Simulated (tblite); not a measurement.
CH12AsNSi3.
SMILES with atom numbers: `[CH3:1][N:2]([SiH3:3])[Si@@H:4]([SiH3:5])[AsH2:6]` (hydrogens: H7, H8, H9 on C1; H10, H11, H12 on Si3; H13 on Si4; H14, H15, H16 on Si5; H17, H18 on As6)

Computed with GFN2-xTB (tblite), gas phase: L-BFGS steps from a force-field or distance-geometry start until the largest atomic force falls under 0.01 eV/Å.

Step 31: E = -510.6915 eV
```
atom  x, y, z in Å  |  force x, y, z in eV/Å
C1     -1.5807   -1.6463   -0.4731   -0.061  -0.098   0.012
N2     -0.9347   -0.4116   -0.0874    0.107  -0.057   0.071
Si3    -1.7588    0.7438    0.8956   -0.090  -0.006   0.117
Si4     0.8092   -0.3929   -0.3096    0.090   0.085  -0.339
Si5     1.4520    1.6942   -1.1096   -0.066  -0.098  -0.049
As6     1.9442   -1.3218    1.5186   -0.026  -0.048   0.126
H7     -0.9610   -2.5108   -0.2190   -0.015  -0.012   0.083
H8     -1.7438   -1.6738   -1.5543    0.000   0.060   0.002
H9     -2.5404   -1.7590    0.0258   -0.024  -0.005  -0.031
H10    -1.2721    0.7217    2.2921    0.000  -0.024  -0.084
H11    -3.1885    0.4179    0.8819    0.096  -0.032  -0.029
H12    -1.5295    2.0701    0.3230    0.057   0.024  -0.031
H13     1.0114   -1.3717   -1.4329   -0.059   0.091   0.169
H14     1.5547    2.7006   -0.0506   -0.015   0.069   0.021
H15     0.5680    2.2266   -2.1600    0.153   0.015   0.092
H16     2.8094    1.5846   -1.6687   -0.074   0.039  -0.024
H17     3.2667   -1.0494    0.8651    0.013  -0.016  -0.053
H18     2.0849   -0.0158    2.2511   -0.083   0.014  -0.052
```

Step 32: E = -510.6990 eV
```
atom  x, y, z in Å  |  force x, y, z in eV/Å
C1     -1.5828   -1.6485   -0.4697   -0.051  -0.073   0.020
N2     -0.9362   -0.4119   -0.0896    0.105  -0.059   0.074
Si3    -1.7578    0.7418    0.8981   -0.037  -0.022   0.092
Si4     0.8077   -0.3941   -0.3164    0.081   0.067  -0.269
Si5     1.4536    1.6926   -1.1068   -0.053   0.042  -0.081
As6     1.9367   -1.3178    1.5270   -0.033  -0.026   0.045
H7     -0.9651   -2.5109   -0.2046   -0.008  -0.021   0.033
H8     -1.7471   -1.6749   -1.5502    0.032   0.014  -0.010
H9     -2.5441   -1.7619    0.0247   -0.041   0.023   0.002
H10    -1.2688    0.7093    2.2929    0.009  -0.003  -0.070
H11    -3.1816    0.4016    0.8905    0.046  -0.013  -0.035
H12    -1.5237    2.0659    0.3202    0.038   0.010  -0.006
H13     1.0098   -1.3611   -1.4471   -0.058   0.062   0.164
H14     1.5562    2.7093   -0.0506   -0.009  -0.009  -0.029
H15     0.5915    2.2484   -2.1674    0.139  -0.026   0.132
H16     2.8072    1.5815   -1.6773   -0.070   0.032   0.013
H17     3.2674   -1.0627    0.8739   -0.036  -0.003  -0.020
H18     2.0682   -0.0003    2.2408   -0.054   0.005  -0.055
```

Step 33: E = -510.7038 eV
```
atom  x, y, z in Å  |  force x, y, z in eV/Å
C1     -1.5846   -1.6506   -0.4673   -0.018  -0.023   0.022
N2     -0.9345   -0.4146   -0.0863    0.070  -0.052   0.070
Si3    -1.7572    0.7415    0.9001    0.030  -0.033   0.021
Si4     0.8085   -0.3945   -0.3236    0.051   0.050  -0.111
Si5     1.4525    1.6908   -1.1048   -0.009   0.131  -0.061
As6     1.9344   -1.3172    1.5319   -0.039   0.000  -0.039
H7     -0.9682   -2.5119   -0.1967   -0.013  -0.033   0.003
H8     -1.7478   -1.6726   -1.5482    0.049  -0.017  -0.004
H9     -2.5475   -1.7626    0.0234   -0.046   0.034   0.019
H10    -1.2681    0.7039    2.2918    0.022   0.011  -0.028
H11    -3.1763    0.3930    0.8917   -0.004  -0.005  -0.036
H12    -1.5180    2.0641    0.3167    0.021  -0.015   0.016
H13     1.0076   -1.3557   -1.4499   -0.046  -0.001   0.093
H14     1.5546    2.7142   -0.0513   -0.006  -0.055  -0.050
H15     0.6061    2.2588   -2.1677    0.081  -0.023   0.100
H16     2.8022    1.5825   -1.6829   -0.043   0.022   0.029
H17     3.2687   -1.0688    0.8766   -0.065   0.002   0.009
H18     2.0587    0.0062    2.2347   -0.035   0.007  -0.051
```

**Question.** Estimate the geometry and energy of step 34. (The exact step hangs on the optimiser's Hessian estimate; all steps are aligned on step 33, rigid shifts and turns removed.)

**Answer.** E = -510.7061 eV, largest force 0.132 eV/Å
```
atom  x, y, z in Å  |  force x, y, z in eV/Å
C1     -1.5856   -1.6522   -0.4660    0.011   0.009   0.022
N2     -0.9327   -0.4166   -0.0841    0.035  -0.048   0.061
Si3    -1.7566    0.7404    0.9017    0.057  -0.038  -0.031
Si4     0.8095   -0.3930   -0.3297    0.023   0.047   0.008
Si5     1.4520    1.6917   -1.1051    0.029   0.127  -0.020
As6     1.9312   -1.3164    1.5331   -0.042   0.017  -0.080
H7     -0.9693   -2.5130   -0.1933   -0.024  -0.037  -0.006
H8     -1.7474   -1.6732   -1.5476    0.051  -0.025   0.012
H9     -2.5493   -1.7617    0.0238   -0.035   0.032   0.016
H10    -1.2671    0.7014    2.2909    0.032   0.015   0.005
H11    -3.1741    0.3891    0.8924   -0.020  -0.002  -0.036
H12    -1.5156    2.0629    0.3160    0.013  -0.028   0.026
H13     1.0058   -1.3525   -1.4495   -0.035  -0.053   0.024
H14     1.5545    2.7151   -0.0530   -0.004  -0.050  -0.034
H15     0.6147    2.2634   -2.1661    0.018   0.006   0.036
H16     2.7994    1.5829   -1.6843   -0.009   0.017   0.024
H17     3.2676   -1.0715    0.8788   -0.070   0.001   0.018
H18     2.0541    0.0096    2.2304   -0.029   0.009  -0.046
```

The energy changes by -0.0023 eV. The first-order estimate −F·Δx gives -0.0033 eV and the mean of the old and new forces, exact on a quadratic surface, -0.0023 eV. The step makes an angle of 57° with the force vector and moves no atom by more than 0.010 Å.

What follows is the cost of the whole relaxation. The run took 1.1 s of wall time on an Arm Neoverse V2 with one thread, shared host with 96 logical CPUs at a one-minute load of 43.
